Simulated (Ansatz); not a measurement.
Relaxation of C2H8BFSSi (14 atoms, charge 0, multiplicity 1), to a largest force component of 0.015 eV/Å in at most 40 steps.

Level of theory: Ansatz, RKS PBE/def2-SVP.

```xyz
14
Properties=species:S:1:pos:R:3
C 0.168 -2.182 0.075
B 0.643 -0.641 0.141
F 0.323 0.089 1.315
C 1.403 0.123 -0.981
Si 3.095 0.670 -0.419
S 0.468 1.520 -1.643
H 0.451 -2.579 -0.902
H -0.948 -2.151 0.140
H 0.568 -2.708 0.935
H 1.570 -0.610 -1.894
H 3.857 -0.464 0.027
H 2.877 1.657 0.676
H 3.846 1.339 -1.570
H -0.552 0.699 -2.218
```

**Question.** Where does it end, and by what steps?

**Answer.** It converged. After 34 steps the energy has fallen by 0.483 eV; H9 moved furthest, 1.67 Å.

```
step  energy less start (eV)  largest force component (eV/Å)  accepted
   0                  0.0000                           2.236       yes
   2                 -0.4033                           0.434       yes
   4                 -0.4150                           0.284       yes
   6                 -0.4192                           0.025       yes
   8                 -0.4204                           0.097       yes
  10                 -0.4222                           0.093       yes
  12                 -0.4236                           0.155       yes
  14                 -0.4264                           0.053       yes
  16                 -0.4285                           0.097       yes
  18                 -0.4344                           0.305       yes
  20                 -0.4477                           0.111       yes
  22                 -0.4542                           0.054       yes
  24                 -0.4606                           0.213       yes
  26                 -0.4695                           0.221       yes
  28                 -0.4770                           0.247       yes
  30                 -0.4815                           0.120       yes
  32                 -0.4829                           0.063       yes
  34                 -0.4831                           0.012       yes
```

```xyz
14
Properties=species:S:1:pos:R:3
C -0.103 -2.056 -0.038
B 0.866 -0.834 0.184
F 1.160 -0.489 1.460
C 1.567 -0.014 -0.970
Si 3.189 0.890 -0.544
S 0.175 1.221 -1.132
H 0.479 -2.984 0.166
H -0.504 -2.146 -1.066
H -0.945 -2.057 0.684
H 1.692 -0.544 -1.935
H 4.212 -0.140 -0.150
H 2.978 1.852 0.589
H 3.690 1.646 -1.744
H -0.686 0.418 -1.823
```

Run time: 78 s on 2 threads of Intel(R) Xeon(R) Platinum 8488C (Sapphire Rapids) (shared host), peak memory 0.2 GiB.
